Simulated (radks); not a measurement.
Values are calculated unless marked as measured or tabulated.
Question: The mean radii <r> (bohr) of the occupied orbitals of an atom or ion are listed with their occupations. Level of theory: Dirac Kohn-Sham, exchange-only PBE, spin-unpolarised, spherical densities, finite nucleus; Fermi nuclear charge, rms radius of each element as measured or else 0.836 A^(1/3) + 0.57 fm (a radial shooting solver on a logarithmic mesh with Libxc functionals).

orbital  occ.     <r>
1s1/2       2  0.1201
2s1/2       2  0.6044
2p1/2       2  0.5655
2p3/2       3  0.5674

Name the element and its charge. Open shells, if any, fill j = l - 1/2 first.

Answer: Z = 13, aluminium, charge +4: Al4+ in [He] 2s2 2p5. The 1s radius gives Z: for a bare nucleus <r> = (2 gamma + 1)/(2Z) with gamma = sqrt(1 - (Z/c)^2), 0.115 bohr for Z = 13, and screening makes it slightly larger (0.1201 here). The occupations add up to 9, and the charge is Z minus that.
